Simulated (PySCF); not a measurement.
SMILES [SeH][SiH2]O[SiH3] (H₆OSeSi₂), singlet (B3LYP/def2-SVP optimised geometry):

```
10

Si     1.443    -0.048    -0.584
O      0.016    -0.679     0.000
Si    -1.638    -0.679     0.000
Se    -2.554     1.431     0.000
H      1.645     1.337    -0.072
H      1.431    -0.023    -2.076
H      2.554    -0.918    -0.113
H     -2.077    -1.431     1.202
H     -2.165    -1.290    -1.251
H     -2.137     1.714     1.388
```

Calculation: B3LYP/def2-TZVP (PySCF).

Problem. What are the frontier orbital energies and the dipole moment?

Solution. HOMO-2 -8.67 eV, HOMO-1 -8.32 eV, HOMO -7.00 eV, LUMO -0.36 eV, LUMO+1 -0.29 eV; dipole moment 0.62 D.

Meta-Löwdin charges at B3LYP/def2-TZVP: Si1 0.77, O2 -0.83, Si3 0.80, Se4 -0.24, H5 -0.12, H6 -0.12, H7 -0.11, H8 -0.11, H9 -0.11, H10 0.07.
